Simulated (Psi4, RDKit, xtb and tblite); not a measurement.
Torsional profile of SMILES CO[SiH2][SiH2]c1ccco1, singlet. Scanned: dihedral C1–O2–Si3–Si4; all other coordinates were relaxed at GFN2-xTB. Points at φ and −φ are mirror images. Heavy atoms are numbered in the order of the SMILES CO[SiH2][SiH2]c1ccco1, hydrogens after them in the order of the atoms that carry them; the mirror image has the same energies with the sign of each dihedral reversed.

Methods: GFN2-xTB (xtb and tblite); MMFF94 // GFN2-xTB (RDKit); PBE-D3(BJ)/def2-SVP // GFN2-xTB (Psi4).

Energies relative to the lowest point of each profile, in kcal/mol; the last columns give the difference from PBE-D3(BJ):

```json
[
 {"φ / °": "-160", "GFN2-xTB": "0.5", "MMFF94": "0.7", "PBE-D3(BJ)/def2-SVP": "0.2", "GFN2-xTB − PBE-D3(BJ)/def2-SVP": "0.3", "MMFF94 − PBE-D3(BJ)/def2-SVP": "0.5"},
 {"φ / °": "-140", "GFN2-xTB": "1.6", "MMFF94": "1.1", "PBE-D3(BJ)/def2-SVP": "0.6", "GFN2-xTB − PBE-D3(BJ)/def2-SVP": "0.9", "MMFF94 − PBE-D3(BJ)/def2-SVP": "0.4"},
 {"φ / °": "-120", "GFN2-xTB": "2.4", "MMFF94": "1.8", "PBE-D3(BJ)/def2-SVP": "0.9", "GFN2-xTB − PBE-D3(BJ)/def2-SVP": "1.5", "MMFF94 − PBE-D3(BJ)/def2-SVP": "0.9"},
 {"φ / °": "-100", "GFN2-xTB": "2.3", "MMFF94": "0.6", "PBE-D3(BJ)/def2-SVP": "0.7", "GFN2-xTB − PBE-D3(BJ)/def2-SVP": "1.6", "MMFF94 − PBE-D3(BJ)/def2-SVP": "-0.1"},
 {"φ / °": "-80", "GFN2-xTB": "1.7", "MMFF94": "0.0", "PBE-D3(BJ)/def2-SVP": "0.3", "GFN2-xTB − PBE-D3(BJ)/def2-SVP": "1.4", "MMFF94 − PBE-D3(BJ)/def2-SVP": "-0.3"},
 {"φ / °": "-60", "GFN2-xTB": "1.3", "MMFF94": "0.3", "PBE-D3(BJ)/def2-SVP": "0.1", "GFN2-xTB − PBE-D3(BJ)/def2-SVP": "1.1", "MMFF94 − PBE-D3(BJ)/def2-SVP": "0.2"},
 {"φ / °": "-40", "GFN2-xTB": "1.5", "MMFF94": "1.6", "PBE-D3(BJ)/def2-SVP": "0.3", "GFN2-xTB − PBE-D3(BJ)/def2-SVP": "1.2", "MMFF94 − PBE-D3(BJ)/def2-SVP": "1.3"},
 {"φ / °": "-20", "GFN2-xTB": "2.1", "MMFF94": "3.0", "PBE-D3(BJ)/def2-SVP": "0.6", "GFN2-xTB − PBE-D3(BJ)/def2-SVP": "1.6", "MMFF94 − PBE-D3(BJ)/def2-SVP": "2.5"},
 {"φ / °": "0", "GFN2-xTB": "2.5", "MMFF94": "4.2", "PBE-D3(BJ)/def2-SVP": "0.8", "GFN2-xTB − PBE-D3(BJ)/def2-SVP": "1.7", "MMFF94 − PBE-D3(BJ)/def2-SVP": "3.4"},
 {"φ / °": "20", "GFN2-xTB": "2.1", "MMFF94": "3.0", "PBE-D3(BJ)/def2-SVP": "0.6", "GFN2-xTB − PBE-D3(BJ)/def2-SVP": "1.6", "MMFF94 − PBE-D3(BJ)/def2-SVP": "2.5"},
 {"φ / °": "40", "GFN2-xTB": "1.5", "MMFF94": "1.6", "PBE-D3(BJ)/def2-SVP": "0.3", "GFN2-xTB − PBE-D3(BJ)/def2-SVP": "1.2", "MMFF94 − PBE-D3(BJ)/def2-SVP": "1.3"},
 {"φ / °": "60", "GFN2-xTB": "1.3", "MMFF94": "0.3", "PBE-D3(BJ)/def2-SVP": "0.1", "GFN2-xTB − PBE-D3(BJ)/def2-SVP": "1.1", "MMFF94 − PBE-D3(BJ)/def2-SVP": "0.2"},
 {"φ / °": "80", "GFN2-xTB": "1.7", "MMFF94": "0.0", "PBE-D3(BJ)/def2-SVP": "0.3", "GFN2-xTB − PBE-D3(BJ)/def2-SVP": "1.4", "MMFF94 − PBE-D3(BJ)/def2-SVP": "-0.3"},
 {"φ / °": "100", "GFN2-xTB": "2.3", "MMFF94": "0.6", "PBE-D3(BJ)/def2-SVP": "0.7", "GFN2-xTB − PBE-D3(BJ)/def2-SVP": "1.6", "MMFF94 − PBE-D3(BJ)/def2-SVP": "-0.1"},
 {"φ / °": "120", "GFN2-xTB": "2.4", "MMFF94": "1.8", "PBE-D3(BJ)/def2-SVP": "0.9", "GFN2-xTB − PBE-D3(BJ)/def2-SVP": "1.5", "MMFF94 − PBE-D3(BJ)/def2-SVP": "0.9"},
 {"φ / °": "140", "GFN2-xTB": "1.6", "MMFF94": "1.1", "PBE-D3(BJ)/def2-SVP": "0.6", "GFN2-xTB − PBE-D3(BJ)/def2-SVP": "0.9", "MMFF94 − PBE-D3(BJ)/def2-SVP": "0.4"},
 {"φ / °": "160", "GFN2-xTB": "0.5", "MMFF94": "0.7", "PBE-D3(BJ)/def2-SVP": "0.2", "GFN2-xTB − PBE-D3(BJ)/def2-SVP": "0.3", "MMFF94 − PBE-D3(BJ)/def2-SVP": "0.5"},
 {"φ / °": "180", "GFN2-xTB": "0.0", "MMFF94": "0.6", "PBE-D3(BJ)/def2-SVP": "0.0", "GFN2-xTB − PBE-D3(BJ)/def2-SVP": "0.0", "MMFF94 − PBE-D3(BJ)/def2-SVP": "0.6"}
]
```

GFN2-xTB is furthest from PBE-D3(BJ)/def2-SVP at 0 (1.7 kcal/mol, above); its mean absolute difference over the points is 1.2 kcal/mol.

MMFF94 is furthest from PBE-D3(BJ)/def2-SVP at 0 (3.4 kcal/mol, above); its mean absolute difference over the points is 0.9 kcal/mol.

MMFF94 has few fitted parameters for silicon.
